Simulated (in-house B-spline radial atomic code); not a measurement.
RPA and G0W0 for Rb⁺, [Ar] 3d10 4s2 4p6, as one setting changes: the highest l of the empty states. Start: PBE. A dash marks a level of low quasi-particle weight. Computed with an all-electron radial atomic-structure program (B-spline basis): all electrons, scalar-relativistic (spin-free one-electron X2C), finite nucleus, each spin shell either full or empty, empty states to the listed l with an (l + 1/2)⁻⁴ tail; G0W0 by contour deformation at full frequency.

| highest l of the empty states | RPA summed (Eh) | RPA extrapolated (Eh) | G0W0 level (eV) |
| --- | --- | --- | --- |
| 4 | -2.3508 | -2.6894 | 4p -27.492 |
| 5 | -2.4972 | -2.7011 | 4p -27.488 |
| 6 | -2.5682 | -2.6902 | 4p -27.477 |
| 7 | -2.6056 | -2.682 | 4p -27.469 |
| 8 | -2.6262 | -2.675 | 4p -27.465 |
| 9 | ? | ? | ? |
| 10 | ? | ? | ? |
| 11 | -2.6512 | -2.6682 | 4p -27.461 |

What belongs in the row for 10?

RPA summed (Eh): -2.6461; RPA extrapolated (Eh): -2.6694; G0W0 level (eV): 4p -27.462.

What belongs in the row for 9?

RPA summed (Eh): -2.6384; RPA extrapolated (Eh): -2.6714; G0W0 level (eV): 4p -27.463.
